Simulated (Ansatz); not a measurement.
Geometry optimisation, RKS r2SCANh-D4/def2-SVP (Ansatz).

Input:

```yaml
crystal:
  periodic: [false, false, false]
  atoms:
    - { symbol: Si, position_ang: [-0.65453, 1.41984, 0.02255] }
    - { symbol: S, position_ang: [-1.21763, -0.66729, 0.05802] }
    - { symbol: Al, position_ang: [0.675, -1.76818, 0.05208] }
    - { symbol: Cl, position_ang: [1.64446, -2.38562, -1.61138] }
    - { symbol: H, position_ang: [0.12229, 1.7284, 1.21893] }
    - { symbol: H, position_ang: [-1.94864, 2.07835, 0.0085] }
    - { symbol: H, position_ang: [0.13175, 1.69828, -1.17617] }
    - { symbol: H, position_ang: [1.24731, -2.10378, 1.42747] }
basis:
  gaussian: { orbitals: def2-SVP }
hamiltonian:
  xc: r2scanh
  dispersion: d4
relax:
  f_tol: 0.015
  max_steps: 40
output:
  orbitals: {}
```

Run as:

```bash
$ ansatz run input.yaml --threads 2 --pin off --max-ram 3072MiB --backend cpu --events-out ev --progress --plain --runs-dir out
```

Question: Where does it end, and by what steps?

Answer: The forces met the threshold. The force dipped under the threshold on the way, but the program's further checks kept it going. After 20 steps the energy has fallen by 0.322 eV; Cl4 moved furthest, 1.46 Å.

```json
{"step": "0", "energy less start (eV)": "0.0000", "largest force component (eV/Å)": "1.306", "accepted": "yes"}
{"step": "1", "energy less start (eV)": "-0.1439", "largest force component (eV/Å)": "0.164", "accepted": "yes"}
{"step": "2", "energy less start (eV)": "-0.1540", "largest force component (eV/Å)": "0.054", "accepted": "yes"}
{"step": "3", "energy less start (eV)": "-0.1560", "largest force component (eV/Å)": "0.031", "accepted": "yes"}
{"step": "4", "energy less start (eV)": "-0.1585", "largest force component (eV/Å)": "0.068", "accepted": "yes"}
{"step": "5", "energy less start (eV)": "-0.1590", "largest force component (eV/Å)": "0.036", "accepted": "yes"}
{"step": "6", "energy less start (eV)": "-0.1602", "largest force component (eV/Å)": "0.021", "accepted": "yes"}
{"step": "7", "energy less start (eV)": "-0.1605", "largest force component (eV/Å)": "0.010", "accepted": "yes"}
{"step": "8", "energy less start (eV)": "-0.1614", "largest force component (eV/Å)": "0.041", "accepted": "yes"}
{"step": "9", "energy less start (eV)": "-0.1628", "largest force component (eV/Å)": "0.140", "accepted": "yes"}
{"step": "10", "energy less start (eV)": "-0.1658", "largest force component (eV/Å)": "0.141", "accepted": "yes"}
{"step": "11", "energy less start (eV)": "-0.1795", "largest force component (eV/Å)": "0.273", "accepted": "yes"}
{"step": "12", "energy less start (eV)": "-0.1825", "largest force component (eV/Å)": "0.362", "accepted": "yes"}
{"step": "13", "energy less start (eV)": "-0.1868", "largest force component (eV/Å)": "0.610", "accepted": "yes"}
{"step": "14", "energy less start (eV)": "-0.2573", "largest force component (eV/Å)": "0.235", "accepted": "yes"}
{"step": "15", "energy less start (eV)": "-0.2851", "largest force component (eV/Å)": "0.113", "accepted": "yes"}
{"step": "16", "energy less start (eV)": "-0.3028", "largest force component (eV/Å)": "0.153", "accepted": "yes"}
{"step": "17", "energy less start (eV)": "-0.3073", "largest force component (eV/Å)": "0.336", "accepted": "yes"}
{"step": "18", "energy less start (eV)": "-0.3172", "largest force component (eV/Å)": "0.119", "accepted": "yes"}
{"step": "19", "energy less start (eV)": "-0.3182", "largest force component (eV/Å)": "0.131", "accepted": "yes"}
{"step": "20", "energy less start (eV)": "-0.3219", "largest force component (eV/Å)": "0.010", "accepted": "yes"}
```

```xyz
8
Properties=species:S:1:pos:R:3
Si -0.712 1.362 0.077
S -0.830 -0.496 -1.014
Al 0.807 -1.623 -0.137
Cl 1.108 -3.549 -0.911
H 0.052 1.184 1.343
H -2.101 1.791 0.385
H -0.048 2.403 -0.755
H 1.724 -1.071 1.012
```

Run time: 59 s on 2 threads of Intel(R) Xeon(R) Platinum 8375C CPU @ 2.90GHz (Ice Lake) (shared host), peak memory 0.24 GiB.
